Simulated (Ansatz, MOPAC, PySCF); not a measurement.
System: GeF3, charge -1, multiplicity 1. SMILES: [F][Ge-]([F])[F]
Structure (B3LYP-D3(BJ)/def2-TZVP (Ansatz, a program for electronic structure) minimum search):
```xyz
4

Ge     0.1248    -0.1534     0.3892
F     -1.0354     1.2625     0.2493
F      1.3465     0.5027    -0.8140
F     -0.7548    -1.2196    -0.8192
```
Charge -1, spin multiplicity 1.

Unscaled harmonic wavenumbers (cm⁻¹) in rising order, each level at the stationary point that it reaches from this structure (no distance between atoms moves by over 0.3 Å); the order of modes can differ between levels, and a negative number is imaginary. B3LYP-D3(BJ)/def2-TZVP (PySCF, at the structure above): 207, 208, 272, 519, 519, 570.

PM3 (MOPAC): 234, 234, 269, 706, 706, 709. Zero-point energy 4.1 against 3.3 kcal/mol; where all levels lie over 400 cm⁻¹, the wavenumbers are on average 1.322 times those of B3LYP-D3(BJ)/def2-TZVP.

HF/3-21G (Ansatz): 264, 264, 355, 722, 722, 759. Zero-point energy 4.4 against 3.3 kcal/mol; where all levels lie over 400 cm⁻¹, the wavenumbers are on average 1.372 times those of B3LYP-D3(BJ)/def2-TZVP.

HF/6-31G* with LANL2DZ past Ar (Ansatz): 249, 249, 335, 583, 583, 647. Zero-point energy 3.8 against 3.3 kcal/mol; where all levels lie over 400 cm⁻¹, the wavenumbers are on average 1.127 times those of B3LYP-D3(BJ)/def2-TZVP.

B3LYP/6-31G* with LANL2DZ past Ar (Ansatz): 210, 211, 287, 536, 536, 586. Zero-point energy 3.4 against 3.3 kcal/mol; where all levels lie over 400 cm⁻¹, the wavenumbers are on average 1.032 times those of B3LYP-D3(BJ)/def2-TZVP.
